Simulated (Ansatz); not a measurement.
The same atomization along the group Si, Ge, Sn.

Calculated with Ansatz (gas phase, PBE0-D4/def2-TZVP geometries, no zero-point term in ΔE). CCSD(T)/CBS adds triple-zeta CCSD(T) − MP2 to the extrapolated MP2 energy (def2 sets, frozen cores). This one scheme is used for every species, atoms too. No spin–orbit coupling; open shells (•) take unrestricted orbitals. Spin–orbit coupling would lower the free atoms: a little for S, Si; clearly for Ge; strongly for Sn. def2 core potentials past Kr. For Ge, Sn outer-core shells are correlated without core-valence functions, so the limit isn't a true one: a few kJ/mol of doubt a bond, and 10 to 20 or more in all where bonds break to atoms. Scalar relativity is left out up to krypton. One conformer a species, not always the lowest.

Order these by ΔE at CCSD(T)/CBS, lowest first. (Best estimate.)
A. `[SH][GeH2][SH]` → 4 H• + 2 S• + Ge•
B. `[SH][SnH2][SH]` → 4 H• + 2 S• + Sn•
C. `S[SiH2]S` → 4 H• + 2 S• + Si•

B (+433.8 kcal/mol), A (+459.4 kcal/mol), C (+491.5 kcal/mol).

Largest T1 diagnostic: 0.012, for `[SH][SnH2][SH]`.

For atomizations the MP2-based limit and the directly extrapolated one differ by several kJ/mol either way, and by 10 to 25 for some Ge, Se and Sn compounds, so smaller differences from it don't rank the levels.
